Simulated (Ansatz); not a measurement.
`[AlH2][SiH2][SiH3]` + `CCCCC(C=O)CC` → `O=C[SiH2][SiH2][AlH2]` + `CCCCCCC`  (formal exchange of groups at the Si–H bond)

Isolated molecules relaxed with PBE0-D4/def2-TZVP in Ansatz; ΔE leaves out vibrations. CCSD(T)/CBS adds triple-zeta CCSD(T) − MP2 to the extrapolated MP2 energy (def2 sets, frozen cores). DFT in def2-TZVPP. B3LYP here is the variant with VWN-RPA as its local correlation; programs differ in this. Each species was taken in one conformer, which may not be the lowest.

```json
{"level": "PBE-D4", "ΔE (kcal/mol)": "0.3", "difference from CCSD(T)/CBS": "-2.2"}
{"level": "PBE0-D4", "ΔE (kcal/mol)": "2.0", "difference from CCSD(T)/CBS": "-0.5"}
{"level": "B3LYP-D4", "ΔE (kcal/mol)": "1.3", "difference from CCSD(T)/CBS": "-1.2"}
{"level": "ωB97X-V", "ΔE (kcal/mol)": "3.3", "difference from CCSD(T)/CBS": "0.8"}
{"level": "ωB97M-V", "ΔE (kcal/mol)": "2.8", "difference from CCSD(T)/CBS": "0.3"}
{"level": "B2PLYP", "ΔE (kcal/mol)": "1.2", "difference from CCSD(T)/CBS": "-1.3"}
{"level": "PBE", "ΔE (kcal/mol)": "-0.9", "difference from CCSD(T)/CBS": "-3.4"}
{"level": "r2SCAN", "ΔE (kcal/mol)": "1.0", "difference from CCSD(T)/CBS": "-1.5"}
{"level": "B3LYP", "ΔE (kcal/mol)": "-0.6", "difference from CCSD(T)/CBS": "-3.1"}
{"level": "SCS-MP2/def2-TZVPP", "ΔE (kcal/mol)": "3.3", "difference from CCSD(T)/CBS": "0.8"}
{"level": "CCSD/def2-TZVPP", "ΔE (kcal/mol)": "3.2", "difference from CCSD(T)/CBS": "0.7"}
{"level": "HF/def2-QZVPP", "ΔE (kcal/mol)": "2.0", "difference from CCSD(T)/CBS": "-0.5"}
{"level": "SCS-MP2/def2-QZVPP", "ΔE (kcal/mol)": "2.8", "difference from CCSD(T)/CBS": "0.3"}
{"level": "HF/CBS(def2)", "ΔE (kcal/mol)": "2.0", "difference from CCSD(T)/CBS": "-0.5"}
{"level": "MP2/CBS(def2)", "ΔE (kcal/mol)": "3.2", "difference from CCSD(T)/CBS": "0.7"}
{"level": "CCSD/CBS(def2)", "ΔE (kcal/mol)": "2.4", "difference from CCSD(T)/CBS": "-0.1"}
{"level": "CCSD(T)/CBS", "ΔE (kcal/mol)": "2.5", "difference from CCSD(T)/CBS": "0"}
```

Largest T1 diagnostic among the species: 0.016.

The D4 term adds +1.8 kcal/mol with B3LYP and +1.1 kcal/mol with PBE0; it sums over pairs of atoms, weighted by their polarisabilities, and B3LYP, whose exchange is more repulsive, gets the larger term. In def2-TZVPP, CCSD(T) changes the Hartree–Fock value by +1.2 kcal/mol (the triples alone add +0.1 kcal/mol) and MP2 by +1.8 kcal/mol. From PBE to PBE0 (25 % exact exchange), in def2-TZVPP and without D4, ΔE moves by +1.8 kcal/mol.
